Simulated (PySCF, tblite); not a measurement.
Compound: C6H13NSi.
Z-matrix (Å and degrees, GFN2-xTB geometry), rows numbered from 1:
```
C 
C   1  1.5045
C   2  1.3263  1  121.20
C   3  1.4962  2  127.34  1  -178.74
C   4  1.5254  3  110.84  2  -154.28
Si  4  1.8984  3  108.97  2   -28.57
N   6  1.7118  4  100.08  3    42.80
C   7  1.4464  6  123.45  4   -43.47
H   1  1.0904  2  110.52  3  -118.16
H   1  1.0900  2  110.54  3   122.78
H   1  1.0869  2  110.98  3     2.29
H   3  1.0851  2  117.73  1     0.55
H   4  1.0971  3  107.34  2    88.56
H   5  1.0880  4  110.64  3    60.56
H   5  1.0901  4  111.11  3   -59.64
H   5  1.0880  4  110.43  3  -179.84
H   6  1.4636  4  114.06  3   155.37
H   6  1.4748  4  109.52  3   -80.83
H   7  1.0080  6  119.26  4   166.70
H   8  1.1029  2  107.53  1   -50.46
H   8  1.1013  2  108.10  1    64.21
```

Jobs on this species (21 atoms, 70 electrons) with PySCF (density fitting) and tblite. Hardware of each: Arm Neoverse N1, one thread, on a shared host. The host was shared with other jobs, so the times are rough.

| level and settings | work | basis functions | SCF cycles | wall time |
| --- | --- | --- | --- | --- |
| GFN2-xTB | Hessian by finite differences | – | – | ? |
| PBE0/pcSseg-1 | shieldings, ring-centre shieldings, charges and field gradients | 208 | 14 | 74 s |
| GFN2-xTB | L-BFGS relaxation | – | – | 2.1 s |

**Question.** Fill in the missing figures.

**Answer.** 
- GFN2-xTB; Hessian by finite differences: 1.5 s

**Question.** What do all jobs in the table cost together?

**Answer.** About 78 s; the longest takes about 95 % of that, and about 49 times as long as the shortest.
